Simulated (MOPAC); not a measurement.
Input for MOPAC: PM7 on HTe+, 2S+1 = 3, a spin state set in the input, which need not be the lowest, a point of a bond scan (R = 1.677 Å). Charge +1.

```
PM7 1SCF PRECISE CHARGE=1 UHF MS=1 THREADS=1
HTe

Te     0.00000000 1     0.00000000 1     0.00000000 1
H      0.00000000 1     0.00000000 1     1.67736800 1
```

It printed:

```
*******************************************************************************
 **                                                                           **
 **                              MOPAC v23.2.5                                **
 **                                                                           **
 *******************************************************************************
 ** MOPAC's Digital Object Identifier: https://doi.org/10.5281/zenodo.6511958 **
 **                                                                           **
 ** Please cite the open-source release paper for use of this MOPAC version:  **
 ** J. E. Moussa and J. J. P. Stewart (2026)                                  **
 ** MOPAC: An open-source semiempirical molecular orbital program             **
 ** J. Open Source Softw., 11(119), 8025, https://doi.org/10.21105/joss.08025 **
 *******************************************************************************

                              PM7 CALCULATION RESULTS

 *******************************************************************************
 *  PM7        - The PM7 Hamiltonian to be used
 *  UHF        - UNRESTRICTED HARTREE-FOCK CALCULATION
 *
 *
 *
 *                 CHARGE ON SYSTEM = +1
 *
 *
 *
 *  MS=        - IN MECI, MAGNETIC COMPONENT OF SPIN =  1.0
 *  PRECISE    - TIGHTER CRITERIA TO BE USED
 *  1SCF       - DO 1 SCF AND THEN STOP
 *  THREADS=1  - MULTI-THREADING NOT USED
 *  T=         - A TIME OF 172800.0 SECONDS REQUESTED
 *  DUMP=N     - RESTART FILE WRITTEN EVERY 7200.0 SECONDS REQUESTED
 *******************************************************************************
PM7 1SCF PRECISE CHARGE=1 UHF MS=1 THREADS=1
 HTe

   ATOM   CHEMICAL          X               Y               Z
  NUMBER   SYMBOL      (ANGSTROMS)     (ANGSTROMS)     (ANGSTROMS)

     1      Te          0.00000000  *   0.00000000  *   0.00000000  *
     2       H          0.00000000  *   0.00000000  *   1.67736800  *



          CARTESIAN COORDINATES

    NO.       ATOM           X           Y           Z

     1        Te          0.0000      0.0000      0.0000
     2         H          0.0000      0.0000      1.6774

 General Reference for PM7:
 "Optimization of Parameters for Semiempirical Methods VI: More Modifications to the
 NDDO Approximations and Re-optimization of Parameters", J. J. P. Stewart, J. Mol. Mod., 1:32, 19 (2013)
 https://link.springer.com/article/10.1007/s00894-012-1667-x

           Empirical Formula: H Te  =     2 atoms



      MOLECULAR POINT GROUP   :   C*v


          UHF CALCULATION, NO. OF ALPHA ELECTRONS =    4
                           NO. OF BETA  ELECTRONS =    2

 -------------------------------------------------------------------------------
 PM7 1SCF PRECISE CHARGE=1 UHF MS=1 THREADS=1
 HTe



     1SCF WAS SPECIFIED, SO BFGS WAS NOT USED
     SCF FIELD WAS ACHIEVED


                              PM7 CALCULATION
                                                       MOPAC v23.2.5 Linux




          FINAL HEAT OF FORMATION =        212.10033 KCAL/MOL =     887.42779 KJ/MOL


          COSMO AREA              =         74.53 SQUARE ANGSTROMS
          COSMO VOLUME            =         59.95 CUBIC ANGSTROMS

          IONIZATION POTENTIAL    =         16.818302 EV
          ALPHA SOMO LUMO (EV)    =        -16.818 -3.705
          BETA  SOMO LUMO (EV)    =        -18.279 -7.523
          NO. OF ALPHA ELECTRONS  =          4
          NO. OF BETA  ELECTRONS  =          2
          MOLECULAR WEIGHT        =        128.6079         POINT GROUP:  C*v

          MOLECULAR DIMENSIONS (Angstroms)

            Atom       Atom       Distance
            H     2   Te     1     1.67737
            H     2   Te     1     0.00000
           Te     1    H     2     0.00000


          SCF CALCULATIONS        =          1





   ATOM   CHEMICAL          X               Y               Z
  NUMBER   SYMBOL      (ANGSTROMS)     (ANGSTROMS)     (ANGSTROMS)

     1      Te          0.00000000  *   0.00000000  *   0.00000000  *
     2       H          0.00000000  *   0.00000000  *   1.67736800  *

                             CARTESIAN COORDINATES

   1   Te        0.000000000     0.000000000     0.000000000
   2    H        0.000000000     0.000000000     1.677368000


           Empirical Formula: H Te  =     2 atoms



      MOLECULAR POINT GROUP   :   C*v


          ALPHA EIGENVALUES
 -57.35125 -19.14794 -16.81830 -16.81830  -3.70473


           BETA EIGENVALUES
 -50.44805 -18.27894  -7.52349  -7.52349  -3.19297


              NET ATOMIC CHARGES AND DIPOLE CONTRIBUTIONS

  ATOM NO.   TYPE          CHARGE      No. of ELECS.   s-Pop       p-Pop
    1         Te           0.828994        5.1710     1.92973     3.24128
    2          H           0.171006        0.8290     0.82899
 DIPOLE           X         Y         Z       TOTAL
 POINT-CHG.     0.000     0.000     1.315     1.315
 HYBRID        -0.000     0.000     1.284     1.284
 SUM           -0.000     0.000     2.599     2.599


          ATOMIC ORBITAL ELECTRON POPULATIONS

     Atom    s        px        py        pz
    1 Te   1.92973   1.00000   1.00000   1.24128
    2  H   0.82899


                    (SZ)    =    1.000000
                    (S**2)  =    2.004895


          ATOMIC ORBITAL SPIN POPULATIONS

    Atom   Total    s     px     py     pz
         Atomic
    1 Te  2.0685  0.009  1.000  1.000  0.060
    2  H -0.0685 -0.069

 **********************
 *                    *
 * JOB ENDED NORMALLY *
 *                    *
 **********************




 == MOPAC DONE ==
```

The run finished.

Cost: roughly 0.020 core-seconds.
